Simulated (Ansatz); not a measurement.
A made-up structure of Si2H3ClF (charge +1), closed shell:

| atom | x (Å) | y (Å) | z (Å) |
| --- | --- | --- | --- |
| F1 | -2.0223 | -1.1072 | 0.1772 |
| Si2 | -1.1193 | 0.1610 | 0.0714 |
| Si3 | 0.2469 | -0.0864 | -1.6622 |
| Cl4 | 1.1109 | -0.0726 | 0.4032 |
| H5 | -1.8655 | 1.4103 | -0.1248 |
| H6 | 1.8984 | 0.9959 | 0.4871 |
| H7 | 1.6130 | -1.2855 | 0.6163 |

It is relaxed with PBE-D4/def2-SVP and then PBE0-D4/def2-TZVP (Ansatz 0.2.0). Atoms count as bonded within 1.22 times the sum of their covalent radii (H–H: 0.88 Å). The end point is not checked to be a true minimum.

(1) Does its bonding change? (Judge from chemistry; the calculation decides.)

## Answers

(1) By the calculation: Yes. Formed: Si3–H7; broken: Si3–Cl4, Cl4–H7.

Where it ends: The first stage lowers the energy by 4.92 eV in 46 steps. It ends as Si₂H₃ClF ([F][SiH]([SiH])[ClH]), total charge +1:
```csv
atom,x (Å),y (Å),z (Å)
F1,-1.8096,-0.7804,0.9564
Si2,-0.8642,0.0303,-0.0088
Si3,-0.0988,-1.0933,-2.0144
Cl4,0.8283,0.1551,1.6762
H5,-1.2265,1.4689,0.0145
H6,1.7709,0.7329,1.0051
H7,1.2619,-0.4980,-1.6607
```

Labels in which every atom is bracketed show which atoms are joined, not bond orders.

For scale, one of the runs: PBE0-D4/def2-TZVP relaxation, 160 basis functions, launched by `ansatz run in.yaml --threads 2 --pin off --events-out ev --progress --plain --max-ram 4352MiB`. Hardware: 2 CPU threads of an Arm Neoverse V1, shared host. Wall time about 2.3 min.
